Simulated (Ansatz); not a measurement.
Calculated with Ansatz (gas phase, PBE0-D4/def2-TZVP geometries, no zero-point term in ΔE). CCSD(T)/CBS is the MP2 limit (def2-TZVPP, def2-QZVPP) plus CCSD(T) − MP2 in def2-TZVPP, frozen cores. This one scheme is used for every species. Functionals use def2-TZVPP. One conformer a species, not always the lowest.

Reaction (substitution at a C–C bond): `F/C=C/C(F)=C(F)F` + H–F → tetrafluoroethylene + `C=CF`

```csv
level,ΔE (kJ/mol)
revPBE-D4,83.9
r2SCANh,79.6
CAM-B3LYP,68.4
CCSD(T)/def2-SVP,71.3
```

Q: What does CCSD(T)/CBS give? (An estimate is asked.)

A: Computed: +88.4 kJ/mol. The listed levels differ from it by -4.5, -8.8, -20.0, -17.1 kJ/mol.

Largest T1 diagnostic among the species: 0.013.

In def2-TZVPP, CCSD(T) changes the Hartree–Fock value by +21.6 kJ/mol (the triples alone add +3.7 kJ/mol) and MP2 by +33.6 kJ/mol. At CCSD(T), def2-SVP lies −17.2 kJ/mol from the extrapolated value and def2-TZVPP −4.8 kJ/mol.

CCSD(T)/CBS has its own doubt, a few kJ/mol and more with outer-core shells, so smaller differences from it don't rank the levels.
